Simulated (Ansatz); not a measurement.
cis-NiH2(NH3)2 (NiN₂H₈), relaxed as a singlet with RKS B3LYP-D4/def2-SVP in Ansatz, starting from the GFN2-xTB geometry. Force threshold 0.02 eV/Å.

The restricted singlet is unstable towards broken spin symmetry in Hartree–Fock (as tested in another run); at B3LYP-D4/def2-SVP this wasn't settled.

Start:

Cartesian coordinates in Å:
```
N 1.536 -0.127 0.216
N -1.291 0.819 0.279
Ni -0.261 -0.748 -0.528
H -1.413 -1.315 -1.114
H 0.293 -1.881 -1.161
H 1.599 -0.480 1.169
H 1.614 0.887 0.241
H 2.335 -0.489 -0.299
H -2.265 0.599 0.473
H -1.277 1.566 -0.414
H -0.871 1.168 1.138
```

| step | energy (eV) | largest force component (eV/Å) | SCF passes |
| --- | --- | --- | --- |
| 1 | -44147.5437 | 0.815 | 49 |
| 2 | -44147.6224 | 0.539 | 34 |
| 3 | -44147.6474 | 0.582 | 36 |
| 4 | -44147.6777 | 0.142 | 33 |
| 5 | -44147.6867 | 0.037 | 34 |
| 6 (rejected) | -44147.6607 | 0.676 | 35 |
| 7 | -44147.6891 | 0.032 | 34 |
| 8 | -44147.6902 | 0.106 | 33 |
| 9 | -44147.6909 | 0.039 | 29 |
| 10 | -44147.6912 | 0.002 | 34 |
| 11 | -44147.6913 | 0.006 | 34 |

Force components are those of the run's own axes.

End:

| atom | x (Å) | y (Å) | z (Å) |
| --- | --- | --- | --- |
| N1 | 1.5449 | -0.1776 | 0.3032 |
| N2 | -1.2948 | 0.8927 | 0.1913 |
| Ni3 | -0.2353 | -0.6728 | -0.4655 |
| H4 | -1.4531 | -1.1977 | -1.1022 |
| H5 | 0.3747 | -1.8865 | -1.0303 |
| H6 | 1.8397 | -0.9624 | 0.8898 |
| H7 | 1.6910 | 0.6787 | 0.8462 |
| H8 | 2.2039 | -0.1566 | -0.4791 |
| H9 | -2.0789 | 0.5105 | 0.7258 |
| H10 | -1.7124 | 1.3307 | -0.6337 |
| H11 | -0.8797 | 1.6409 | 0.7545 |

By distances, no bond broke or formed. The bond that changes most is Ni3–H5, from 1.41 to 1.47 Å (atoms count from 1).

The force fell under the threshold at step 10, but the optimiser went on. No frequencies were taken in this run, so the end may be a saddle point.

It took 41 s on 2 threads of Intel Xeon Platinum 8259CL on a shared host.
